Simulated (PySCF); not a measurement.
C4H8Cl, SMILES [CH2]C(C)(C)Cl, multiplicity 2.

The structure is a stationary point at PBE-D3(BJ)/def2-SVP. The isomer is the one that the SMILES or the coordinates give; other isomers of the formula were not compared.

All values below come from PBE-D3(BJ)/def2-SVP (PySCF).

Frequencies are harmonic and unscaled.

```csv
mode,ν (cm⁻¹),IR (km/mol),moving atoms (share of kinetic energy)
1,242,0.2,H 98 %
2,263,4.0,"C 52 %, H 31 %, Cl 17 %"
3,265,1.7,"H 55 %, C 29 %, Cl 16 %"
4,276,0.5,H 96 %
5,298,0.1,"H 73 %, C 23 %"
6,330,28.8,"Cl 54 %, C 27 %, H 19 %"
7,388,1.3,"C 60 %, H 38 %"
8,400,0.9,"C 57 %, H 41 %"
9,436,20.9,"C 65 %, H 30 %"
10,636,36.0,"H 61 %, C 38 %"
11,795,5.8,"C 77 %, H 23 %"
12,895,0.2,"H 65 %, C 35 %"
13,922,0.4,"H 81 %, C 19 %"
14,983,2.5,"H 58 %, C 41 %"
15,990,0.0,"H 69 %, C 31 %"
16,1056,29.9,"H 60 %, C 40 %"
17,1229,2.8,"C 66 %, H 34 %"
18,1267,9.5,"C 63 %, H 37 %"
19,1332,14.6,"H 69 %, C 31 %"
20,1344,11.1,"H 74 %, C 26 %"
21,1390,12.1,"H 85 %, C 15 %"
22,1394,1.5,H 95 %
23,1402,1.4,H 96 %
24,1418,1.8,"H 89 %, C 11 %"
25,1427,4.7,"H 91 %, C 9 %"
26,2971,10.1,H 97 %
27,2975,14.6,H 97 %
28,3064,2.3,"H 91 %, C 9 %"
29,3067,13.8,"H 91 %, C 9 %"
30,3080,2.5,H 95 %
31,3088,5.1,"H 90 %, C 10 %"
32,3090,12.7,"H 90 %, C 10 %"
33,3199,4.0,"H 89 %, C 11 %"
```
